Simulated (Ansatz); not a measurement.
Ge₂H₄, relaxed as a singlet with RKS r2SCAN-D4/def2-TZVP in Ansatz, starting from the GFN2-xTB geometry. Force threshold 0.02 eV/Å.

The structure comes from a short search, and lower isomers may exist.

Start:

```tsv
atom	x (Å)	y (Å)	z (Å)
Ge1	-1.5066	-0.8362	0.4333
Ge2	0.1632	0.7868	-0.3759
H3	-0.0768	-1.5310	-0.0782
H4	1.5814	1.3633	0.0845
H5	-0.7739	-0.6069	1.8454
H6	0.6127	0.8239	-1.9090
```

```tsv
step	energy (eV)	largest force component (eV/Å)	SCF passes
1	-113099.1967	1.282	15
2	-113099.5087	0.539	20
3	-113099.6532	0.874	20
4	-113099.7309	0.470	19
5 (rejected)	-113099.7293	0.263	19
6	-113099.7652	0.134	18
7 (rejected)	-113099.7349	0.555	19
8	-113099.7686	0.039	18
9	-113099.7689	0.017	19
```

Force components are those of the run's own axes.

End:

| atom | x (Å) | y (Å) | z (Å) |
| --- | --- | --- | --- |
| Ge1 | -1.516 | -0.778 | 0.464 |
| Ge2 | 0.188 | 0.611 | -0.436 |
| H3 | 0.214 | -1.081 | -0.200 |
| H4 | 1.472 | 1.111 | 0.260 |
| H5 | -0.802 | -0.554 | 1.868 |
| H6 | 0.444 | 0.691 | -1.957 |

Bonds formed: Ge2–H3 (atoms count from 1).

No frequencies were taken in this run, so the end may be a saddle point.

Run time 11 s (4 threads of Arm Neoverse V1 on a shared host).
